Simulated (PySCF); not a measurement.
Species: `C#Cc1ccccc1C(=O)OC`. The columns A, B, C and D hold Mulliken, IAO, Hirshfeld and ESP-fitted charges (e) of one PBE0/pcSseg-1 density (PySCF), in a shuffled order. Coordinates in Å (GFN2-xTB); the density's dipole moment is (-1.04, 1.19, 0.50) D.

```
atom       x       y       z       A       B       C       D
  C1   0.011   2.383   1.790  -0.104  -0.224  -0.385  -0.275
  C2  -0.335   1.376   1.235  -0.046  -0.013  +0.470  -0.246
  C3  -0.843   0.182   0.671  +0.012  -0.002  -0.172  +0.449
  C4  -2.116  -0.241   1.062  -0.036  -0.136  -0.035  -0.285
  C5  -2.653  -1.414   0.569  -0.035  -0.136  -0.048  -0.082
  C6  -1.926  -2.195  -0.317  -0.040  -0.148  -0.047  -0.192
  C7  -0.665  -1.792  -0.707  -0.035  -0.124  +0.025  -0.021
  C8  -0.114  -0.604  -0.233  -0.014  -0.053  -0.244  -0.412
  C9   1.246  -0.257  -0.714  +0.205  +0.510  +0.574  +0.844
 O10   2.008  -1.061  -1.196  -0.254  -0.473  -0.420  -0.553
 O11   1.531   1.045  -0.586  -0.083  -0.323  -0.477  -0.280
 C12   2.818   1.462  -1.014  -0.034  -0.216  -0.027  -0.217
 H13   0.356   3.265   2.241  +0.093  +0.202  +0.045  +0.269
 H14  -2.673   0.365   1.761  +0.056  +0.167  +0.086  +0.179
 H15  -3.641  -1.723   0.879  +0.057  +0.161  +0.097  +0.145
 H16  -2.342  -3.115  -0.698  +0.057  +0.160  +0.097  +0.154
 H17  -0.077  -2.385  -1.391  +0.053  +0.177  +0.091  +0.136
 H18   3.130   0.889  -1.890  +0.044  +0.159  +0.128  +0.115
 H19   3.544   1.310  -0.213  +0.051  +0.151  +0.118  +0.133
 H20   2.737   2.520  -1.253  +0.055  +0.162  +0.126  +0.139
```

Which column most likely holds the ESP-fitted charges?

D. Σ q r misses the density's dipole by 0.04 D (D), 0.25 D (B), 0.49 D (A), 2.34 D (C). Charges fitted to the outside potential are the only set here that is tied to the molecule's multipoles.

And the Hirshfeld charges?

A. The mean sizes are 0.068 e (A), 0.185 e (B), 0.186 e (C), 0.256 e (D), and Hirshfeld charges are commonly the smallest of these schemes.

As computed, A = Hirshfeld, B = IAO, C = Mulliken, D = ESP-fitted. Hydrogens on carbon: Hirshfeld +0.04 to +0.09, IAO +0.15 to +0.20, Mulliken +0.05 to +0.13, ESP-fitted +0.12 to +0.27 e.

The Hirshfeld scheme weights the molecular density at each point by an atom's share of the summed free-atom densities. The IAO scheme projects the occupied orbitals on a minimal set of polarised atomic orbitals and counts the electrons in each atom's part of it.

The structure is a single GFN2-xTB conformer in the gas phase; no vibrational or solvent corrections.

The run behind these numbers computed NMR shieldings as well. The run took about 3 min of CPU time (with the writing of density and orbital grids) (one thread, shared machine).

Shape of the structure used: `[CH:1]#[C:2][c:3]1[cH:4][cH:5][cH:6][cH:7][c:8]1[C:9](=[O:10])[O:11][CH3:12]`: C7–C8–C9–O10 -19°, C8–C9–O11–C12 180°.
